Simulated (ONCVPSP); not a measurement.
# Varying the ONCV potential for praseodymium (Pr)

Base potential:

ONCVPSP 4.0.1 input, shortened (lines: element, Z, core and valence counts, functional; n l f; lmax; l rc ep ncon nbas qcut; lloc lpopt rc5 dvloc0; l nproj debl; icmod fcfact rcfact), PW91, fully relativistic:

```
  Pr 59.00   10    3  -109134      upf
    1    0    2.00
    2    0    2.00
    2    1    6.00
    3    0    2.00
    3    1    6.00
    3    2   10.00
    4    0    2.00
    4    1    6.00
    4    2   10.00
    4    3    2.00
    5    0    2.00
    5    1    6.00
    5    2    1.00
    2
    0    1.75    0.00    4    9    3.30
    1    2.75    0.00    5   10    4.70
    2    2.85    0.00    3    8    4.30
    4    2    1.45    4.00
    0    1    2.00
    1    3    3.50
    2    1    4.00
    3    1.50    1.50
```

Open shells are filled in proportion to 2j + 1.

In the p channel the program set the typed energies aside and used -1.323, 0.050, 3.550 Ha (j = l + 1/2; the other j can differ).

All-electron outer shells of the reference configuration (PW91, scalar-relativistic, ld1.x):

```tsv
shell	level (eV)	outermost node (bohr)	outermost maximum (bohr)
5p	-36.93	0.79	1.51
4f	-19.28	–	0.68
5d	-15.02	0.89	2.03
```

Cutoffs, loose and tight: the cutoffs (Ha) at which the residual kinetic energy of the hardest occupied pseudo-wave falls to 1 and 0.1 mHa per electron. They do not see the model core or the augmentation charge, which bear on the density cutoff. Test errors are all-electron minus pseudo excitation energies from the reference, over the configurations 5s2 5p6 5d1 6s2; 5s2 5p6 5d1 6s1; 5s2 5p6 5d0; 5s2 5p6 5d1 6p2. A dash means not determined; rows that change the core or the reference have their own tests.

```csv
change,outcome,"cutoff, loose","cutoff, tight",bound ghosts,GHOST(+) flags above zero,largest test error (meV)
base,"generated, projector energies reset by the program",72 Ha,84 Ha,none,none,+433
s: qcut 3.2; p: qcut 4.5; d: qcut 4.1,"generated, projector energies reset by the program",73 Ha,84 Ha,none,none,+454
"core correction Teter function, fcfact 4.75, rcfact 1.45","generated, projector energies reset by the program",72 Ha,84 Ha,none,none,+430
p: nproj 1,generated,72 Ha,84 Ha,none,none,+433
"core correction Teter function, fcfact 1.5, rcfact 1.78","generated, projector energies reset by the program",72 Ha,84 Ha,none,none,+411
"core correction Teter function, fcfact 6.8, rcfact 1.5","generated, projector energies reset by the program",72 Ha,84 Ha,none,none,+424
```

What comes out with this change to the base: core [Kr] 4d10, valence charge 13; reference 4f2 5s2 5p6 5d1 6s2; waves now 5s+6s: rc 2.20 bohr, ncon 4, nbas 8, qcut 7.1 1/bohr, 2 projectors; 5p: rc 2.15 bohr, ncon 4, nbas 9, qcut 7 1/bohr, 3 projectors, debl 2.7 Ha; 5d: rc 3.75 bohr, ncon 4, nbas 9, qcut 4.7 1/bohr, 1 projector; 4f: rc 1.25 bohr, ncon 4, nbas 9, qcut 14.6 1/bohr, 2 projectors, debl 2.4 Ha; local potential polynomial inside 1.00 bohr (lpopt 5, dvloc0 0 Ha)?

outcome: failed: ERROR pspot: first pseudo wave function has node, program will stop. Cause: the optimised pseudo-wave of the first projector has a node, so the radial equation cannot be inverted for a potential.
